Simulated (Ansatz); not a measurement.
GaO₃H₃⁺. Total charge 1; doublet. Geometry PBE-D4/def2-SVP, that of the neutral singlet.

Cartesian coordinates in Å:
```
Ga 0.2219 0.0189 0.0326
O 1.5313 0.8387 0.9359
O 0.7320 -1.2132 -1.1707
O -1.4804 0.4917 0.4008
H -0.0286 -1.6183 -1.6250
H 1.1522 1.4848 1.5602
H -2.1283 -0.0025 -0.1336
```

At PBE-D4/def2-TZVP, r2SCAN-D4/def2-TZVP an occupied level of the charge 1 doublet lies above an empty one (by up to 0.21 eV), so this SCF solution is probably not the lowest. At PBE-D4/def2-TZVP, r2SCAN-D4/def2-TZVP the gap within one spin of the charge 1 doublet nearly closes, so an electron or hole may be smeared out by delocalisation error. The structure comes from a short search, and lower isomers may exist.

Problem. Estimate the α-spin orbital energies around the gap (eV) in Ansatz with PBE-D4/def2-TZVP, r2SCAN-D4/def2-TZVP, PBE0-D4/def2-TZVP.

Solution. 
```tsv
orbital	PBE-D4/def2-TZVP	r2SCAN-D4/def2-TZVP	PBE0-D4/def2-TZVP
HOMO−5	-16.03	-16.51	-18.65
HOMO−4	-15.71	-16.45	-18.06
HOMO−3	-15.47	-15.99	-17.48
HOMO−2	-14.83	-15.28	-16.79
HOMO−1	-14.49	-14.89	-15.84
HOMO	-14.43	-14.75	-15.74
LUMO	-8.34	-7.96	-7.29
LUMO+1	-6.78	-6.39	-5.86
LUMO+2	-5.30	-4.58	-4.42
LUMO+3	-4.60	-3.81	-3.49
LUMO+4	-4.31	-3.50	-3.34
LUMO+5	-2.45	-1.63	-1.41
β HOMO	-13.66	-13.74	-14.47
β LUMO	-13.86	-13.93	-13.44
```
